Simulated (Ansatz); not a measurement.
Reaction (SMILES): F[Si](F)(F)F [tetrafluorosilane] + 3 [SiH4] (SiH4) -> 4 F[SiH3] [fluorosilane]
Structures are relaxed separately at B3LYP-D3(BJ)/def2-TZVP in Ansatz (a first-principles code).

Property: bond separation energy (electronic energy difference), in kJ/mol. Cores are frozen in the correlated levels unless marked. Spin-orbit coupling is left out. Non-relativistic. CBS marks a two-point X^-3 extrapolation of the correlation energy; Hartree-Fock from the larger set. [CCSD(T)-MP2]/basis is that difference in the basis named.

| level | program | bond separation energy (kJ/mol) |
|---|---|---|
| PBE-D4/def2-TZVPD | Ansatz + dftd4 | ? |
| revPBE-D4/def2-TZVPD | Ansatz + dftd4 | 78.9 |
| PBE0/6-31G* | Ansatz | 108.2 |
| CAM-B3LYP-D4/def2-TZVPD | Ansatz + dftd4 | 72.2 |
| SCS-MP2/aug-cc-pV(T+d)Z | Ansatz | 67.3 |
| CCSD/6-31G* | Ansatz | ? |
| CCSD/cc-pwCVTZ | Ansatz | 88.9 |
| RI-MP2/CBS(aug-cc-pV(T+d)Z,aug-cc-pV(Q+d)Z)+[CCSD(T)-MP2]/aug-cc-pV(T+d)Z | Ansatz | ? |

Question: Complete the blanks.

Answer: 
- PBE-D4/def2-TZVPD, bond separation energy (kJ/mol): 77.6
- CCSD/6-31G*, bond separation energy (kJ/mol): 106.4
- RI-MP2/CBS(aug-cc-pV(T+d)Z,aug-cc-pV(Q+d)Z)+[CCSD(T)-MP2]/aug-cc-pV(T+d)Z, bond separation energy (kJ/mol): 79.7
